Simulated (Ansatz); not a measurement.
`C[NH][GeH]([OH])[Cl]` at its PBE0-D4/def2-TZVP geometry, where that method's forces vanish. The species carries charge 0 and has multiplicity 1.

```xyz
11

C     0.1382    1.3766    0.6642
N     0.0205   -0.0568    0.8785
Ge   -0.3608   -1.1558   -0.5109
O     0.9737   -1.0572   -1.6646
Cl   -2.0405   -0.5059   -1.6891
H    -0.8263    1.8864    0.5567
H     0.7123    1.5625   -0.2456
H     0.6821    1.8369    1.4931
H    -0.4801   -0.2829    1.7262
H    -0.6385   -2.5728   -0.0006
H     1.8194   -1.0309   -1.2080
```

Q: What forces (eV/Å) does PBE-D4/def2-TZVPP give on these atoms in Ansatz 0.2.0? (Best estimate.)

A: Computed: 
```
C1  -0.007  0.083 -0.006
N2   0.268  0.019  0.131
Ge3 -0.236 -0.262  0.196
O4   0.052  0.030 -0.662
Cl5 -0.293  0.109 -0.231
H6  -0.197  0.135 -0.026
H7   0.117  0.046 -0.184
H8   0.112  0.107  0.169
H9  -0.179 -0.093  0.300
H10 -0.037 -0.185  0.078
H11  0.400  0.011  0.233
```
